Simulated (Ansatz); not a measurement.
System: TiH (charge 0, quartet). SMILES: [TiH]
Structure (B3LYP-D3(BJ)/def2-TZVP (Ansatz, an electronic-structure program) minimum search):
```xyz
2

Ti     0.0000     0.0000    -0.0766
H      0.0000     0.0000     1.6849
```
Charge 0, spin multiplicity 4.

Property: size of the dipole moment, in D. Terms: UHF or UKS for open shells; LANL2DZ with its own core potentials from Na on; non-relativistic; spin-orbit terms left out; 6-31G* and kin with 6d, 5d where marked. First-principles rows: single points at B3LYP-D3(BJ) geometries (Ansatz). The spin state of an ion or metal species was assumed, not searched.

```json
[
 {"level": "PBE/3-21G", "program": "Ansatz", "size of the dipole moment (D)": "1.89"},
 {"level": "PBE/LANL2DZ", "program": "Ansatz", "size of the dipole moment (D)": "2.81"},
 {"level": "PBE/6-31G*", "program": "Ansatz", "size of the dipole moment (D)": "2.22"},
 {"level": "PBE/6-31G* with LANL2DZ past Ar", "program": "Ansatz", "size of the dipole moment (D)": "2.84"},
 {"level": "B3LYP/3-21G", "program": "Ansatz", "size of the dipole moment (D)": "1.96"},
 {"level": "B3LYP/LANL2DZ", "program": "Ansatz", "size of the dipole moment (D)": "2.98"},
 {"level": "B3LYP/6-31G", "program": "Ansatz", "size of the dipole moment (D)": "2.29"},
 {"level": "B3LYP/6-31G*", "program": "Ansatz", "size of the dipole moment (D)": "2.28"},
 {"level": "B3LYP/def2-SVP", "program": "Ansatz", "size of the dipole moment (D)": "2.96"},
 {"level": "B3LYP/6-31G* with LANL2DZ past Ar", "program": "Ansatz", "size of the dipole moment (D)": "3.01"}
]
```

No value to compare with is used here. The 10 habitual levels span 1.89 (PBE/3-21G) to 3.01 D (B3LYP/6-31G* with LANL2DZ past Ar).

The levels are drawn from those run, B3LYP/6-31G* more often than the rest, none by its result; left out are runs that failed, that the program found above a lower state of the same kind, or whose <S^2> lies over 0.5 above the pure value.
